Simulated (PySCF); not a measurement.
Dipole response of In²⁺ (indium, charge +2)

[Kr] 4d10 5s1, 2S determinant. Computed with PySCF 2.14 in aug-cc-pVQZ-PP with ECP28MDF (7s7p5d3f2g, 92 functions), with scalar relativity through the core potential. Coupled (time-dependent) response in atomic units; α is the mean over directions.

| method | mean α (bohr³) | C₆ (like pair) | S(−4) |
| --- | --- | --- | --- |
| UHF | 17.49 | 78.23 | 236.3 |
| PBE | 13.07 | 59.20 | 107.2 |
| PBE0 | 13.85 | 62.22 | 127.0 |
| PW91 | 13.03 | 59.00 | 106.7 |

S(−4) is the Cauchy moment in α(ω) = α(0) + S(−4) ω² + …

α(iu) at PBE:

```
u (hartree)  α(iu) (bohr³)
          0          13.07
     0.0500          12.80
      0.100          12.10
      0.200          10.07
      0.300          8.152
      0.500          5.634
      0.750          4.014
       1.00          3.101
       1.50          2.073
       2.00          1.491
       3.00         0.8639
       5.00         0.3803
```

For an ion, C₆ is the dispersion term alone; charge-induced terms of lower order in 1/R come first.

Energies and moments cover only the electrons outside the core potential.
